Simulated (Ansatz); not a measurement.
Reaction (redistribution): `N[SiH](Cl)O[SiH3]` + `N[SiH2]N[SiH](N)F` → `N[Si@H](F)N[Si@@H](N)Cl` + `N[SiH2]O[SiH3]`

Gas-phase electronic energies from Ansatz, PBE0-D4/def2-TZVP geometries. CCSD(T)/CBS adds triple-zeta CCSD(T) − MP2 to the extrapolated MP2 energy (def2 sets, frozen cores). DFT in def2-TZVPP. B3LYP here is the variant with VWN-RPA as its local correlation; programs differ in this. One conformer a species, not always the lowest.

```tsv
level	ΔE (kJ/mol)	difference from CCSD(T)/CBS
r2SCAN-D4	1.8	0.7
B3LYP-D4	2.1	1.0
ωB97X-V	0.9	-0.2
PBE	0.9	-0.2
r2SCAN	1.5	0.4
B3LYP	-1.8	-2.9
HF/def2-TZVPP	-6.1	-7.2
MP2/def2-TZVPP	0.7	-0.4
SCS-MP2/def2-TZVPP	-0.8	-1.9
CCSD/def2-TZVPP	-0.5	-1.6
HF/def2-QZVPP	-6.4	-7.5
MP2/def2-QZVPP	0.8	-0.3
SCS-MP2/def2-QZVPP	-0.8	-1.9
HF/CBS(def2)	-6.5	-7.6
MP2/CBS(def2)	1.0	-0.1
CCSD/CBS(def2)	-0.2	-1.3
CCSD(T)/CBS	1.1	0
```

Largest T1 diagnostic among the species: 0.011.

The D4 term adds +3.9 kJ/mol with B3LYP and +1.9 kJ/mol with PBE0; it sums over pairs of atoms, weighted by their polarisabilities, and B3LYP, whose exchange is more repulsive, gets the larger term. In def2-TZVPP, CCSD(T) changes the Hartree–Fock value by +6.8 kJ/mol (the triples alone add +1.3 kJ/mol) and MP2 by +6.7 kJ/mol.
